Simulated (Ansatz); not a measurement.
FHSn (SMILES [F][SnH]) moved off its minimum; all values from Ansatz (an electronic-structure program), cores frozen in correlated methods. Elements past Kr take the def2 small-core potentials, without spin–orbit coupling.
(charge 0, multiplicity 1)
```xyz
3

Sn    -0.1836    -0.1721     0.2207
H     -1.0339    -1.0996    -0.9575
F      0.6438     1.0785    -1.0401
```

Q: Give the forces (eV/Å), the total energy and the dipole at CCSD(T)/def2-TZVPPD.

A: 
```tsv
atom	Fx	Fy	Fz
Sn1	0.441	0.466	0.713
H2	-0.357	-0.365	-0.665
F3	-0.084	-0.101	-0.048
```
Energy -313.8053 hartree, dipole 2.75 D.
